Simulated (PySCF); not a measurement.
C₄H₁₁Ge, doublet, at a GFN2-xTB geometry. Base run: PySCF with HF/STO-3G.

Input for PySCF:
```python
from pyscf import gto, scf

mol = gto.Mole()
mol.atom = '''
    C    -1.977007   -0.980302   -1.161483
    C    -1.423171   -0.420585    0.160352
    C    -2.559915    0.217310    0.964970
    C    -0.350127    0.563001   -0.119223
    Ge    1.508248    0.173566    0.043963
    H    -2.751937   -1.716558   -0.959738
    H    -2.402439   -0.178760   -1.761198
    H    -1.180863   -1.455168   -1.730913
    H    -1.007660   -1.258450    0.733218
    H    -2.998007    1.044561    0.410349
    H    -2.185269    0.597009    1.912866
    H    -3.337633   -0.515965    1.167191
    H    -0.675403    1.511135   -0.523093
    H     2.322982    1.423301    0.010383
    H     2.026512   -0.718391   -1.050683
    H     1.787101   -0.563378    1.317091
'''
mol.basis = 'sto-3g'
mol.charge = 0
mol.spin = 1
mol.verbose = 4
mol.build()

mf = scf.UHF(mol)
mf.kernel()
```

The base run was repeated with changes; each row names its change, and settings that it needs were set with it.

```tsv
change	basis functions	E (Eh)	HOMO (eV)	dipole (D)	outcome
base	49	-2207.77220	-7.93	0.21	converged
basis = jorge-DZP-DKH; relativity = spin-free X2C	158	-2254.88827	-9.47	0.86	converged
basis = cc-pVDZ-DK; relativity = none	138	-2221.24809	-9.43	0.93	converged
basis = ANO-RCC-VDZP; relativity = spin-free X2C; nucleus = Gaussian (with mol.nucmod = 'G')	-	-	-	-	cut at the time limit
basis = jorge-DZP-DKH; relativity = none	158	-2228.09727	-9.48	0.86	converged
basis = cc-pVDZ-DK; relativity = spin-free X2C; nucleus = Gaussian (with mol.nucmod = 'G')	138	-2254.88569	-9.42	0.92	converged
basis = ANO-RCC-VDZP; relativity = none	138	-2219.96403	-9.49	0.91	converged
basis = cc-pVDZ-DK; relativity = spin-free X2C	138	-2254.89732	-9.42	0.92	converged
basis = jorge-DZP-DKH; relativity = spin-free X2C; nucleus = Gaussian (with mol.nucmod = 'G')	158	-2254.87639	-9.47	0.86	converged
basis = ANO-RCC-VDZP; relativity = spin-free X2C	138	-2255.02921	-9.48	0.91	converged
```

Total energies compare only within one method and basis.

Open shells are given as the SCF converged; they aren't shown to be the lowest states, and a large step between rows can be another state.

Basis sets contracted for a relativistic Hamiltonian are a mismatch without it, so the rows without relativity aren't non-relativistic limits. No row has spin-orbit coupling; sets with core potentials leave out the core electrons.
